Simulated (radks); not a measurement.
Task: Re XIX, configuration [Kr] 4d10 4f11 (the NIST ground configuration). Method: non-relativistic Kohn-Sham, LDA (Slater exchange, Perdew-Wang correlation), spin-unpolarised, spherical densities, point nucleus; relativity is left out, which matters for an element this heavy; computed with a radial shooting solver on a logarithmic mesh with Libxc functionals. Some entries of the table are withheld. Estimate them.

orbital  occ.  eigenvalue (hartree)  <1/r> (bohr^-1)
1s          2             -2423.541              (1)
2s          2             -412.8287            17.47
2p          6             -396.7426            17.51
3s          2             -106.7513              (2)
3p          6                   (3)            6.684
3d         10             -85.21736              (4)
4s          2             -33.45076            2.959
4p          6             -30.26886            2.877
4d         10             -24.43919              (5)
4f         11             -16.70889            2.411

Result: 
(1) 1s <1/r> (bohr^-1): 74.41
(2) 3s <1/r> (bohr^-1): 6.729
(3) 3p eigenvalue (hartree): -99.24938
(4) 3d <1/r> (bohr^-1): 6.610
(5) 4d <1/r> (bohr^-1): 2.707
